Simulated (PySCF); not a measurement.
SMILES [BH]N, doublet, CAM-B3LYP/def2-SVP optimised geometry. Atoms within 1.6 Å of the plane z = 0.0 Å (x, y, z in Å): B1 (-0.62, -0.07, 0.00), N2 (0.76, -0.07, 0.00), H3 (-1.32, 0.91, 0.00), H4 (1.32, 0.78, 0.00), H5 (1.31, -0.91, 0.00).

Level of theory: unrestricted CAM-B3LYP/def2-TZVP (PySCF 2.14.0). Cells within 0.4 Å of a nucleus heavier than hydrogen are left out (blank, or x).

Map of the HOMO amplitude (α) (bohr^(-3/2)), clipped to [-0.25, 0.25] on the plane z = 0.0 Å; orbital energy -6.72 eV, overall sign arbitrary:

```
|666666666666666666666666666|
|666666666666666666666666666|
|666666666666666666666666666|
|666666666666666666666666666|
|666666666666666666666666666|
|666666666666666666555566666|
|666666667776666665555556666|
|666666677777766655555555666|
|666666778887776655555555566|
|666666789988776654445555566|
|666666789998877654244555566|
|666666667899987654345555566|
|6665555556xx9887x4445555666|
|6555554433xxx78xxx555556666|
|6555554320xx457xxx666666666|
|555554431000246787766666666|
|555554432000245677876666666|
|555554432212345667776666666|
|555555443333345566766666666|
|655555544444445566666666666|
|655555554444555566666666666|
|665555555555555566666666666|
|665555555555555566666666666|
|666555555555555566666666666|
|666665555555555666666666666|
|666666555555556666666666666|
|666666666666666666666666666|
```
Scale: ten equal steps from -0.250 (start of '0') to 0.156 (end of '9'), in the order '0123456789'; x runs from -3.50 to 3.50, y from -3.50 (bottom) to 3.50 (top).
